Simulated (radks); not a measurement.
Q: Ionisation of the germanium ion Ge17+, [Ne] 3s2 3p3, to [Ne] 3s2 3p2 as the strength of local exchange is varied. Method: scalar-relativistic Kohn-Sham, Slater X-alpha exchange (alpha = 2/3 is LDA exchange), no correlation, spin-polarised, spherical densities, point nucleus; open shells are filled with parallel spins first; computed with a radial shooting solver on a logarithmic mesh with Libxc functionals.

| alpha | E(Ge17+) (hartree) | exchange (hartree) | IE (eV) | -e of the level emptied (eV) | <r> of it (bohr) |
|---|---|---|---|---|---|
| 0.565 | -1931.73730 | -46.48591 | 651.59 | 630.57 (3p) | 0.5288 |
| 0.569 | -1932.06684 | -46.82050 | 651.88 | 630.87 (3p) | 0.5287 |
| 0.667 | -1940.15263 | -55.04209 | 659.05 | 638.16 (3p) | 0.5260 |
| 0.7 | -1942.88062 | -57.82102 | 661.48 | 640.63 (3p) | 0.5251 |
| 0.81 | -1951.99296 | -67.12206 | 669.59 | 648.88 (3p) | 0.5221 |
| 0.871 | -1957.05878 | -72.30508 | 674.12 | 653.49 (3p) | 0.5205 |
| x | -1930.58422 | -45.31544 | 650.57 | 629.53 (3p) | 0.5292 |

Which alpha was used in the last row?

A: alpha = 0.551. NIST Atomic Spectra Database: 663 +/- 1.9 eV (semi-empirical). The Delta-SCF value meets it near alpha = 0.72. Open shells are spherical and high-spin; term and fine-structure splittings are not resolved.
